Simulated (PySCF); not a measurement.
C₃H₆Se. Atoms are numbered in the order given.

```xyz
10

C      2.1782    -1.0065    -0.4088
C      0.9572    -0.9372     0.1303
Se    -0.2008     0.5700    -0.0200
C     -1.8883    -0.3793     0.2971
H      2.5850    -0.2104    -1.0396
H      2.8189    -1.8731    -0.2220
H      0.5655    -1.7493     0.7533
H     -2.0959    -1.0846    -0.5183
H     -2.6787     0.3826     0.3338
H     -1.8508    -0.9065     1.2605
```

Geometry: B3LYP-D3(BJ)/def2-SVP. Other conformers were not sampled.

Method: TDDFT-PBE/def2-SVPD in PySCF 2.14.0.

Vertical excitations. Gas-phase values at a fixed geometry.

Problem. Estimate the UV-visible absorptions. (An estimate is asked for; the answer gives what the named calculation found.)

Solution. 
| state | energy (eV) | λ (nm) | f | main pairs |
|---|---|---|---|---|
| S1 | 4.24 | 292 | 0.024 | HOMO→LUMO 62 %, HOMO→LUMO+1 36 % |
| S2 | 4.64 | 267 | 0.097 | HOMO→LUMO+1 61 %, HOMO→LUMO 32 % |
| S3 | 5.13 | 242 | 0.011 | HOMO→LUMO+2 70 %, HOMO→LUMO+3 29 % |
| S4 | 5.29 | 234 | 0.012 | HOMO→LUMO+3 67 %, HOMO→LUMO+2 28 % |
| S5 | 5.94 | 209 | 0.017 | HOMO→LUMO+4 90 % |
| S6 | 6.02 | 206 | 0.011 | HOMO→LUMO+5 93 % |
| S7 | 6.26 | 198 | 0.013 | HOMO→LUMO+6 92 % |
| S8 | 6.54 | 189 | 0.066 | HOMO−1→LUMO 43 %, HOMO−1→LUMO+1 39 %, HOMO−2→LUMO+1 7 % |
| S9 | 6.64 | 187 | 0.022 | HOMO→LUMO+7 84 % |
| S10 | 6.69 | 185 | 0.010 | HOMO−2→LUMO 55 %, HOMO−1→LUMO+1 21 %, HOMO→LUMO+7 15 % |
| T1 | 3.45 | 359 | 0 | HOMO→LUMO 94 % |
| T2 | 4.03 | 308 | 0 | HOMO→LUMO+1 96 % |
| T3 | 4.90 | 253 | 0 | HOMO→LUMO+2 64 %, HOMO→LUMO+3 35 % |
| T4 | 5.05 | 246 | 0 | HOMO→LUMO+3 63 %, HOMO→LUMO+2 36 % |
Triplets are in the Tamm–Dancoff approximation, which puts them higher than full response would, so one can lie above its singlet here.
